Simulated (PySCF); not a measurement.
All numbers come from PBE0 in PySCF with Pt def2-TZVP with ECP60, H def2-TZVP; scalar-relativistic core potentials, no spin–orbit coupling; density-fitted integrals. Open shells, if any, are unrestricted.

**Question.** What spin state, shape and geometry does isolated PtH₃ take (every ligand bound to Pt)?

**Answer.** Formally Pt is in oxidation state +3, d7, with 1 unpaired electron (the high-spin count would be 3). The Mulliken spin on Pt is 0.51. The polar-tensor charge on Pt, 0.25, is far below the formal one. The lowest minimum found is a doublet of Cs symmetry with Pt–H 1.504 Å, Pt–H 1.596 Å (×2); H–Pt–H 85.9° (×2), H–Pt–H 131.8°. Its harmonic wavenumbers are 495 (a''), 631 (a'), 755 (a'), 1882 (a''), 2172 (a'), 2527 (a') cm⁻¹ and its dipole moment is 1.07 D.

Other isomers or separated fragments may lie lower. Other spin states or occupations of the open shell can lie lower. With an element this heavy the missing spin–orbit coupling can shift these numbers.
